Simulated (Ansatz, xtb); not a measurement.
## Relative energy of two isomers of C6H7O2P

Structure a is `CC(=O)C1=C(C)OC=P1`, a singlet and structure b is `CC(=O)C1=PC(C)=CO1`, a singlet. Both are isolated molecules in the gas phase, relaxed with PBE0-D3(BJ)/def2-SVP; each stands in its lowest conformer found.

Quicker runs give these differences E(b) − E(a): GFN2-xTB +1.6 kcal/mol; HF/STO-3G +0.9 kcal/mol (at GFN2-xTB geometries); r2SCAN-D4/def2-SVP +2.8 kcal/mol (at GFN2-xTB geometries).

**Question.** Estimate E(b) − E(a) at the level CCSD(T)/def2-SVP + ΔMP2/def2-TZVPP.

**Answer.** Calculated at CCSD(T)/def2-SVP + ΔMP2/def2-TZVPP: E(b) − E(a) = +2.8 kcal/mol, so structure a lies lower.

The same difference at several levels:

```json
{"level": "GFN2-xTB", "geometry": "GFN2-xTB", "E(b) − E(a) (kcal/mol)": "+1.6", "departure from the last row (kcal/mol)": "−1.2", "job, with rough time for the two": "optimisation, 0.17 s"}
{"level": "HF/STO-3G", "geometry": "GFN2-xTB", "E(b) − E(a) (kcal/mol)": "+0.9", "departure from the last row (kcal/mol)": "−1.9", "job, with rough time for the two": "single point, 0.6 s"}
{"level": "r2SCAN-D4/def2-SVP", "geometry": "GFN2-xTB", "E(b) − E(a) (kcal/mol)": "+2.8", "departure from the last row (kcal/mol)": "+0.1", "job, with rough time for the two": "single point, 6.1 s"}
{"level": "PBE0-D3(BJ)/def2-SVP", "geometry": "PBE0-D3(BJ)/def2-SVP", "E(b) − E(a) (kcal/mol)": "+3.0", "departure from the last row (kcal/mol)": "+0.2", "job, with rough time for the two": "optimisation, 49 s"}
{"level": "HF/def2-SVP", "geometry": "PBE0-D3(BJ)/def2-SVP", "E(b) − E(a) (kcal/mol)": "+3.2", "departure from the last row (kcal/mol)": "+0.4", "job, with rough time for the two": "part of the CCSD(T) run"}
{"level": "MP2/def2-SVP", "geometry": "PBE0-D3(BJ)/def2-SVP", "E(b) − E(a) (kcal/mol)": "+2.1", "departure from the last row (kcal/mol)": "−0.6", "job, with rough time for the two": "part of the CCSD(T) run"}
{"level": "CCSD(T)/def2-SVP", "geometry": "PBE0-D3(BJ)/def2-SVP", "E(b) − E(a) (kcal/mol)": "+2.8", "departure from the last row (kcal/mol)": "0.0", "job, with rough time for the two": "single point"}
{"level": "CCSD(T)/def2-SVP + ΔMP2/def2-TZVPP", "geometry": "PBE0-D3(BJ)/def2-SVP", "E(b) − E(a) (kcal/mol)": "+2.8", "departure from the last row (kcal/mol)": "", "job, with rough time for the two": "single point, 3.5 min"}
```

As drawn, both hold the same kinds of bond in the same numbers.

None of the levels shown reverses the order. The largest departure from CCSD(T)/def2-SVP + ΔMP2/def2-TZVPP is that of HF/STO-3G, 1.9 kcal/mol. The last row adds to CCSD(T) the change of the MP2 difference between the two basis sets, here 0.0 kcal/mol.

With thermal terms from frequencies at re-optimised GFN2-xTB minima (ideal gas, soft modes damped towards free rotors, one conformer each, 298.15 K, 1 atm): on the last row, ΔE + ΔZPE = +2.8, ΔH = +2.9, ΔG = +2.4 kcal/mol.

The correlated steps freeze 13 core orbitals. Run with Ansatz 0.2.0, xtb 6.7.1; the last row on 4 threads of Arm Neoverse V1 on a shared host.
